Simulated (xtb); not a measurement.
Ag(NH3)2 (AgH6N2), SMILES [NH3]->[Ag+]<-[NH3], charge +1, multiplicity 1. All values are semi-empirical tight-binding results from xtb (GFN2-xTB unless named), good for trends rather than for accurate numbers. The structure is a stationary point at GFN2-xTB. The spin state was assumed, not searched. The isomer is the one that the SMILES or the coordinates give; other isomers of the formula were not compared.

A frequency run showed that this geometry is not a minimum.

For metal compounds this method's bond lengths and energies can be far off.

Task: Estimate the properties. (The exact figures need the calculation; the answer reports its results.)

Result: 
```json
{
 "point_group_as_xtb_finds_it": "D3",
 "orbital_gap": "5.32 eV"
}
```
